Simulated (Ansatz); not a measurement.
Ansatz (a program for electronic structure) input for Nb(O)(F)2(OH) (F₂HNbO₂), SMILES [F][Nb](=[O])([F])[OH], multiplicity 1, B3LYP-D3(BJ)/def2-SVP. 

Ansatz 0.2 input:
```yaml
crystal:
  periodic: [false, false, false]
  atoms:
    - {symbol: Nb, position_ang: [-0.00583860, 0.01246139, -0.01374337]}
    - {symbol: O, position_ang: [1.05964853, 0.30932046, -1.29256685]}
    - {symbol: F, position_ang: [0.98233822, 0.23613541, 1.51012883]}
    - {symbol: F, position_ang: [-0.43491867, -1.76262656, -0.13436513]}
    - {symbol: O, position_ang: [-1.39394922, 1.11805263, -0.13434347]}
    - {symbol: H, position_ang: [-2.01298812, 1.80851897, -0.40311222]}
basis:
  gaussian:
    orbitals: def2-SVP
hamiltonian:
  xc: b3lyp
  dispersion: d3bj
relax: {f_tol: 0.002, max_steps: 200}
```

Output:

```
WARN ansatz: RAYON_NUM_THREADS=1 ignored (pool sized by the plan → 1); use --threads N
Functional definition: B3LYP
integrals: 0.04 GiB planned
957 factors; integrals over basis functions are off by at most 2.3e-4 eV
mean field: 0.34 GiB planned
mean field evaluation 1: about -11078.7486 eV, gradient 9.4e1 eV
mean field evaluation 2: about -10916.6310 eV, gradient 2.8e2 eV
mean field evaluation 4: about -11092.3677 eV, gradient 3.3e1 eV
mean field evaluation 8: about -11094.1970 eV, gradient 4.0e-1 eV
mean field evaluation 16: about -11094.2431 eV, gradient 4.9e-4 eV
mean field -11094.24306267 eV, -407.7059126052 hartree, gradient 1.5e-5 eV, S^2 0.000000; 0 other end points of the search recorded, 0 dependent functions left out
the calculation of the forces begins
reference -11094.24335679 eV, -407.7059234138 hartree; 24, 24 occupied and 68, 68 virtual orbitals, 957 factors
relax step   1: F+E_penalty+E_count = -11094.43490720 eV  Δ(F+E_penalty+E_count) = +0.000e0 eV  max|allowed force component| = 3.219e0 eV/Å  Δτ_max = 0.0000 Å  (29 SCF iters, accepted)
these checks for a lower state are left out or cut short: starts, cluster_reference, orbital_swaps, neighbouring_geometries, increment
integrals: 0.04 GiB planned
957 factors; integrals over basis functions are off by at most 2.2e-4 eV
mean field: 0.34 GiB planned
mean field -11094.50785704 eV, -407.7156436188 hartree, gradient 8.1e-6 eV, S^2 0.000000; 0 other end points of the search recorded, 0 dependent functions left out
the calculation of the forces begins
reference -11094.50815368 eV, -407.7156545199 hartree; 24, 24 occupied and 68, 68 virtual orbitals, 957 factors
relax step   2: F+E_penalty+E_count = -11094.69672787 eV  Δ(F+E_penalty+E_count) = -2.618e-1 eV  max|allowed force component| = 3.857e-1 eV/Å  Δτ_max = 0.0637 Å  (33 SCF iters, accepted)
these checks for a lower state are left out or cut short: starts, cluster_reference, orbital_swaps, neighbouring_geometries, increment
integrals: 0.04 GiB planned
957 factors; integrals over basis functions are off by at most 2.2e-4 eV
mean field: 0.34 GiB planned
mean field evaluation 32: about -11094.5176 eV, gradient 2.6e-5 eV
mean field -11094.51764522 eV, -407.7160033278 hartree, gradient 2.6e-5 eV, S^2 0.000000; 0 other end points of the search recorded, 0 dependent functions left out
the calculation of the forces begins
reference -11094.51794220 eV, -407.7160142415 hartree; 24, 24 occupied and 68, 68 virtual orbitals, 957 factors
relax step   3: F+E_penalty+E_count = -11094.70645655 eV  Δ(F+E_penalty+E_count) = -9.729e-3 eV  max|allowed force component| = 2.269e-1 eV/Å  Δτ_max = 0.0184 Å  (32 SCF iters, accepted)
these checks for a lower state are left out or cut short: starts, cluster_reference, orbital_swaps, neighbouring_geometries, increment
integrals: 0.04 GiB planned
957 factors; integrals over basis functions are off by at most 2.2e-4 eV
mean field: 0.34 GiB planned
mean field -11094.53755227 eV, -407.7167348983 hartree, gradient 9.0e-6 eV, S^2 0.000000; 0 other end points of the search recorded, 0 dependent functions left out
the calculation of the forces begins
reference -11094.53785006 eV, -407.7167458419 hartree; 24, 24 occupied and 68, 68 virtual orbitals, 957 factors
relax step   4: F+E_penalty+E_count = -11094.72660875 eV  Δ(F+E_penalty+E_count) = -2.015e-2 eV  max|allowed force component| = 3.864e-1 eV/Å  Δτ_max = 0.0590 Å  (33 SCF iters, accepted)
these checks for a lower state are left out or cut short: starts, cluster_reference, orbital_swaps, neighbouring_geometries, increment
integrals: 0.04 GiB planned
957 factors; integrals over basis functions are off by at most 2.1e-4 eV
mean field: 0.34 GiB planned
mean field -11094.53823434 eV, -407.7167599638 hartree, gradient 8.5e-6 eV, S^2 0.000000; 0 other end points of the search recorded, 0 dependent functions left out
the calculation of the forces begins
reference -11094.53853326 eV, -407.7167709489 hartree; 24, 24 occupied and 68, 68 virtual orbitals, 957 factors
relax step   5: F+E_penalty+E_count = -11094.72797962 eV  Δ(F+E_penalty+E_count) = -1.371e-3 eV  max|allowed force component| = 9.993e-1 eV/Å  Δτ_max = 0.1183 Å  (32 SCF iters, accepted)
these checks for a lower state are left out or cut short: starts, cluster_reference, orbital_swaps, neighbouring_geometries, increment
integrals: 0.04 GiB planned
957 factors; integrals over basis functions are off by at most 2.1e-4 eV
mean field: 0.34 GiB planned
mean field -11094.56946262 eV, -407.7179075820 hartree, gradient 2.6e-5 eV, S^2 0.000000; 0 other end points of the search recorded, 0 dependent functions left out
the calculation of the forces begins
reference -11094.56976137 eV, -407.7179185608 hartree; 24, 24 occupied and 68, 68 virtual orbitals, 957 factors
relax step   6: F+E_penalty+E_count = -11094.75984898 eV  Δ(F+E_penalty+E_count) = -3.187e-2 eV  max|allowed force component| = 8.493e-2 eV/Å  Δτ_max = 0.0470 Å  (33 SCF iters, accepted)
these checks for a lower state are left out or cut short: starts, cluster_reference, orbital_swaps, neighbouring_geometries, increment
integrals: 0.04 GiB planned
957 factors; integrals over basis functions are off by at most 2.1e-4 eV
mean field: 0.34 GiB planned
mean field -11094.57061281 eV, -407.7179498507 hartree, gradient 2.6e-5 eV, S^2 0.000000; 0 other end points of the search recorded, 0 dependent functions left out
the calculation of the forces begins
reference -11094.57091155 eV, -407.7179608294 hartree; 24, 24 occupied and 68, 68 virtual orbitals, 957 factors
relax step   7: F+E_penalty+E_count = -11094.76129086 eV  Δ(F+E_penalty+E_count) = -1.442e-3 eV  max|allowed force component| = 2.478e-2 eV/Å  Δτ_max = 0.0260 Å  (33 SCF iters, accepted)
these checks for a lower state are left out or cut short: starts, cluster_reference, orbital_swaps, neighbouring_geometries, increment
integrals: 0.04 GiB planned
957 factors; integrals over basis functions are off by at most 2.1e-4 eV
mean field: 0.34 GiB planned
mean field evaluation 64: about -11094.5705 eV, gradient 2.1e-1 eV
mean field -11094.57062434 eV, -407.7179502745 hartree, gradient 2.6e-5 eV, S^2 0.000000; 0 other end points of the search recorded, 0 dependent functions left out
the calculation of the forces begins
reference -11094.57092310 eV, -407.7179612536 hartree; 24, 24 occupied and 68, 68 virtual orbitals, 957 factors
relax step   8: F+E_penalty+E_count = -11094.76139372 eV  Δ(F+E_penalty+E_count) = -1.029e-4 eV  max|allowed force component| = 5.447e-3 eV/Å  Δτ_max = 0.0090 Å  (35 SCF iters, accepted)
these checks for a lower state are left out or cut short: starts, cluster_reference, orbital_swaps, neighbouring_geometries, increment
integrals: 0.04 GiB planned
957 factors; integrals over basis functions are off by at most 2.1e-4 eV
mean field: 0.34 GiB planned
mean field -11094.57061296 eV, -407.7179498561 hartree, gradient 4.9e-5 eV, S^2 0.000000; 0 other end points of the search recorded, 0 dependent functions left out
the calculation of the forces begins
reference -11094.57091172 eV, -407.7179608353 hartree; 24, 24 occupied and 68, 68 virtual orbitals, 957 factors
relax step   9: F+E_penalty+E_count = -11094.76139541 eV  Δ(F+E_penalty+E_count) = -1.695e-6 eV  max|allowed force component| = 2.870e-3 eV/Å  Δτ_max = 0.0006 Å  (22 SCF iters, accepted)
these checks for a lower state are left out or cut short: starts, cluster_reference, orbital_swaps, neighbouring_geometries, increment
integrals: 0.04 GiB planned
957 factors; integrals over basis functions are off by at most 2.1e-4 eV
mean field: 0.34 GiB planned
mean field -11094.57061648 eV, -407.7179499855 hartree, gradient 1.7e-5 eV, S^2 0.000000; 0 other end points of the search recorded, 0 dependent functions left out
the calculation of the forces begins
reference -11094.57091524 eV, -407.7179609646 hartree; 24, 24 occupied and 68, 68 virtual orbitals, 957 factors
relax step  10: F+E_penalty+E_count = -11094.76139573 eV  Δ(F+E_penalty+E_count) = -3.233e-7 eV  max|allowed force component| = 1.837e-4 eV/Å  Δτ_max = 0.0002 Å  (21 SCF iters, accepted)
integrals: 0.04 GiB planned
957 factors; integrals over basis functions are off by at most 2.1e-4 eV
mean field: 0.34 GiB planned
mean field evaluation 96: about -11094.5706 eV, gradient 1.6e-5 eV
mean field -11094.57061648 eV, -407.7179499855 hartree, gradient 1.7e-5 eV, S^2 0.000000; 1 other end points of the search recorded, 0 dependent functions left out
the calculation of the forces begins
reference -11094.57091524 eV, -407.7179609646 hartree; 24, 24 occupied and 68, 68 virtual orbitals, 957 factors
Total energy: -11094.76169449 eV, -407.7249719730 hartree
Atom 0 at     0.019035    -0.016820     0.010109 Å, force    -0.000184    -0.000013    -0.000035 eV/Å
Atom 1 at     0.967350     0.411532    -1.332289 Å, force     0.000136     0.000047    -0.000130 eV/Å
Atom 2 at     1.027819     0.271913     1.564661 Å, force     0.000076     0.000020     0.000113 eV/Å
Atom 3 at    -0.478390    -1.816615    -0.165845 Å, force    -0.000004    -0.000078     0.000015 eV/Å
Atom 4 at    -1.511089     1.082263     0.015520 Å, force    -0.000010    -0.000031     0.000093 eV/Å
Atom 5 at    -1.830432     1.789590    -0.560159 Å, force    -0.000014     0.000054    -0.000056 eV/Å
Dipole moment:    -0.433176     0.323050    -0.012846 e Å
```

The run converged.

Cost: around 30 core-seconds (rough).
